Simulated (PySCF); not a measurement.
One formula, C2H9PSSi2, several structures.

PySCF, CAM-B3LYP/def2-SVPD, density fitting, gas phase; each molecule at its own GFN2-xTB geometry, one conformer. Singlet excitations by full TDDFT with frozen cores and triplets by Tamm–Dancoff TDDFT. 

Torsions of the conformers computed, which needn't be the lowest (atom-mapped SMILES):
- `[SiH3:1]/[CH:2]=[CH:3]\[S:4][SiH2:5][PH2:6]`: C2–C3–S4–Si5 -171°, C3–S4–Si5–P6 -21°, H–P6–Si5–S4 -160°, H–P6–Si5–S4 -67°
- `[PH2:1][SiH2:2][Si@H:3]1[CH2:4][CH2:5][S:6]1`: P1–Si2–Si3–C4 112°, H–P1–Si2–Si3 78°, H–P1–Si2–Si3 171°
- `[SiH3:1]/[CH:2]=[CH:3]/[S:4][SiH2:5][PH2:6]`: C2–C3–S4–Si5 180°, C3–S4–Si5–P6 17°, H–P6–Si5–S4 160°, H–P6–Si5–S4 67°
- `[CH2:1]=[CH:2][Si@H:3]([PH2:4])[S:5][SiH3:6]`: C1–C2–Si3–P4 -10°, C2–Si3–S5–Si6 151°, H–P4–Si3–C2 167°, H–P4–Si3–C2 75°
- `[PH2:1][SiH2:2][S:3][SiH:4]1[CH2:5][CH2:6]1`: P1–Si2–S3–Si4 63°, Si2–S3–Si4–C5 -24°, H–P1–Si2–S3 65°, H–P1–Si2–S3 158°

Reference: `C1CS[SiH2]P[SiH2]1`, with HOMO energy -7.89 eV, LUMO energy 0.70 eV, lowest singlet excitation 5.47 eV, lowest triplet excitation 5.00 eV, mean polarisability 120.3 au and dipole moment 1.56 D.

Changes against it:

```csv
molecule,Δ electronic energy (kcal/mol),Δ HOMO energy (eV),Δ LUMO energy (eV),Δ lowest singlet excitation (eV),Δ lowest triplet excitation (eV),Δ mean polarisability (au),Δ dipole moment (D)
[SiH3]/C=C/S[SiH2]P,+35.5,+0.05,-0.23,-0.31,-1.21,+10.3,+0.01
C=C[Si@H](P)S[SiH3],+13.7,-0.48,-0.37,+0.24,-0.66,+4.1,-0.37
P[SiH2]S[SiH]1CC1,+22.1,+0.11,-0.01,+0.05,+0.04,+1.8,-0.62
```

Rows whose labels were lost:

```
row  Δ electronic energy (kcal/mol)  Δ HOMO energy (eV)  Δ LUMO energy (eV)  Δ lowest singlet excitation (eV)  Δ lowest triplet excitation (eV)  Δ mean polarisability (au)  Δ dipole moment (D)
  P                           +36.5               +0.02               -0.29                             -0.29                             -1.27                        +9.1                +0.45
  Q                           +23.9               +0.05               -0.70                             -0.76                             -0.61                        +5.4                -0.12
```

Q: Which row belongs to which of `[SiH3]/C=C\S[SiH2]P` and `P[SiH2][Si@H]1CCS1`?

A: P = `[SiH3]/C=C\S[SiH2]P` and Q = `P[SiH2][Si@H]1CCS1`. P and Q are told apart most clearly by the electronic energy (+36.5 against +23.9 kcal/mol); P lies nearest to the labelled row of `[SiH3]/C=C/S[SiH2]P`.

Q: Which row has the smallest HOMO–LUMO gap and which the largest, and does the HOMO or the LUMO shift more there?

A: Smallest, counted from the reference: Q, -0.75 eV (HOMO +0.05, LUMO -0.70), the larger shift being that of the LUMO. Largest: `C=C[Si@H](P)S[SiH3]`, +0.11 eV (HOMO -0.48, LUMO -0.37), the larger shift being that of the HOMO.
